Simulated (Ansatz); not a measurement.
Reaction (cleavage of the Al–Al bond): `[OH][Al]([SH])[AlH][F]` + `CN[SiH3]` → `C[N]([SiH3])[AlH][F]` + `[OH][AlH][SH]`

Isolated molecules relaxed with PBE0-D4/def2-TZVP in Ansatz; ΔE leaves out vibrations. CCSD(T)/CBS adds triple-zeta CCSD(T) − MP2 to the extrapolated MP2 energy (def2 sets, frozen cores). DFT in def2-TZVPP. B3LYP here is the variant with VWN-RPA as its local correlation; programs differ in this. One conformer a species, not always the lowest.

```
             level  ΔE (kJ/mol)  difference from CCSD(T)/CBS
            PBE-D4        -71.7                         17.5
         r2SCAN-D4        -90.8                         -1.6
           PBE0-D4        -74.8                         14.4
          B3LYP-D4        -88.3                          0.9
           ωB97M-V        -97.5                         -8.3
            B2PLYP        -90.4                         -1.2
               PBE        -67.8                         21.4
              PBE0        -71.7                         17.5
             B3LYP        -82.1                          7.1
    MP2/def2-TZVPP       -101.3                        -12.1
SCS-MP2/def2-TZVPP        -98.4                         -9.2
   CCSD/def2-TZVPP        -89.6                         -0.4
CCSD(T)/def2-TZVPP        -90.7                         -1.5
     HF/def2-QZVPP        -87.6                          1.6
     MP2/CBS(def2)        -99.9                        -10.7
    CCSD/CBS(def2)        -88.2                          1.0
       CCSD(T)/CBS        -89.2                            0
```

Largest T1 diagnostic among the species: 0.013.

From PBE to PBE0 (25 % exact exchange), in def2-TZVPP and without D4, ΔE moves by −3.8 kJ/mol. In def2-TZVPP, CCSD(T) changes the Hartree–Fock value by −4.0 kJ/mol (the triples alone add −1.1 kJ/mol) and MP2 by −14.6 kJ/mol.
